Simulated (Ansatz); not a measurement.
Ansatz (a program for electronic structure) input (B3LYP-D3(BJ)/def2-TZVP):

Ansatz 0.2 input:
```yaml
crystal:
  periodic: [false, false, false]
  atoms:
    - {symbol: C, position_ang: [2.52660684, 0.05322812, -0.55865131]}
    - {symbol: C, position_ang: [1.10049005, 0.50757919, -0.84893990]}
    - {symbol: C, position_ang: [0.03922674, -0.19842851, 0.00538480]}
    - {symbol: C, position_ang: [0.18035490, 0.17511227, 1.47888171]}
    - {symbol: C, position_ang: [-1.35770806, 0.15305764, -0.52342456]}
    - {symbol: C, position_ang: [-2.47835570, -0.66764989, 0.10515951]}
    - {symbol: H, position_ang: [2.83534055, 0.33344312, 0.44483966]}
    - {symbol: H, position_ang: [3.21625083, 0.51395491, -1.26263033]}
    - {symbol: H, position_ang: [2.60965635, -1.02728170, -0.65622116]}
    - {symbol: H, position_ang: [1.02450132, 1.58630031, -0.69289164]}
    - {symbol: H, position_ang: [0.88412802, 0.31243649, -1.90241926]}
    - {symbol: H, position_ang: [0.18191885, -1.28082149, -0.09573723]}
    - {symbol: H, position_ang: [1.16359334, -0.09537246, 1.85383785]}
    - {symbol: H, position_ang: [-0.55783751, -0.34616957, 2.08209333]}
    - {symbol: H, position_ang: [0.04197367, 1.24636918, 1.61202476]}
    - {symbol: H, position_ang: [-1.37215726, -0.01353029, -1.60355609]}
    - {symbol: H, position_ang: [-1.54681943, 1.21555228, -0.35289975]}
    - {symbol: H, position_ang: [-2.27867740, -1.73167126, -0.00397446]}
    - {symbol: H, position_ang: [-2.58776130, -0.44421250, 1.16298271]}
    - {symbol: H, position_ang: [-3.42426045, -0.44545030, -0.38413018]}
basis:
  gaussian:
    orbitals: def2-TZVP
hamiltonian:
  xc: b3lyp
  dispersion: d3bj
relax: {f_tol: 0.002, max_steps: 150}
```

End of the output:

```
integrals: 0.23 GiB planned
1696 factors; their error is unknown
0.37 GiB of the device are held for the grids
1.61 GiB of device memory are held for the factors and their scratch space
mean field: 1.74 GiB planned
mean field -6453.83562212 eV, -237.1740845459 hartree, gradient 1.3e-5 eV, S^2 0.000000; 1 other end points of the search recorded, 0 dependent functions left out
the calculation of the forces begins
reference -6453.83596034 eV, -237.1740969753 hartree; 25, 25 occupied and 245, 245 virtual orbitals, 1696 factors
Total energy: -6454.55364952 eV, -237.2004715663 hartree
Atom 0 at     2.543833     0.083585    -0.552000 Å, force    -0.000267     0.000405    -0.000762 eV/Å
Atom 1 at     1.106098     0.495341    -0.858987 Å, force     0.000332    -0.000124     0.001063 eV/Å
Atom 2 at     0.038238    -0.201439    -0.005022 Å, force    -0.000035    -0.000009     0.000005 eV/Å
Atom 3 at     0.185487     0.140605     1.478560 Å, force    -0.000182     0.000037    -0.000965 eV/Å
Atom 4 at    -1.362213     0.139364    -0.531977 Å, force     0.000049    -0.000151     0.001122 eV/Å
Atom 5 at    -2.501106    -0.643571     0.116719 Å, force     0.000062     0.000421    -0.000758 eV/Å
Atom 6 at     2.846266     0.372399     0.455498 Å, force    -0.000036     0.000165     0.000176 eV/Å
Atom 7 at     3.241073     0.552728    -1.248602 Å, force     0.000372    -0.000034    -0.000050 eV/Å
Atom 8 at     2.667361    -0.999081    -0.638065 Å, force    -0.000037    -0.000324     0.000039 eV/Å
Atom 9 at     1.001263     1.579679    -0.738906 Å, force     0.000164     0.000284    -0.000198 eV/Å
Atom 10 at     0.895543     0.285584    -1.912192 Å, force     0.000222    -0.000027    -0.000205 eV/Å
Atom 11 at     0.179373    -1.284661    -0.118897 Å, force     0.000048    -0.000400     0.000087 eV/Å
Atom 12 at     1.169718    -0.132770     1.859408 Å, force     0.000293    -0.000127     0.000139 eV/Å
Atom 13 at    -0.552637    -0.381502     2.087709 Å, force    -0.000288    -0.000205     0.000237 eV/Å
Atom 14 at     0.051534     1.214786     1.638288 Å, force    -0.000011     0.000213     0.000048 eV/Å
Atom 15 at    -1.377799    -0.042652    -1.610958 Å, force    -0.000230    -0.000062    -0.000159 eV/Å
Atom 16 at    -1.535531     1.213874    -0.403186 Å, force    -0.000281     0.000231    -0.000096 eV/Å
Atom 17 at    -2.336813    -1.720403     0.025771 Å, force     0.000127    -0.000338     0.000006 eV/Å
Atom 18 at    -2.604330    -0.412730     1.177843 Å, force     0.000046     0.000164     0.000249 eV/Å
Atom 19 at    -3.454892    -0.412693    -0.361275 Å, force    -0.000347    -0.000118     0.000025 eV/Å
Dipole moment:    -0.002222    -0.003960    -0.021061 e Å
```
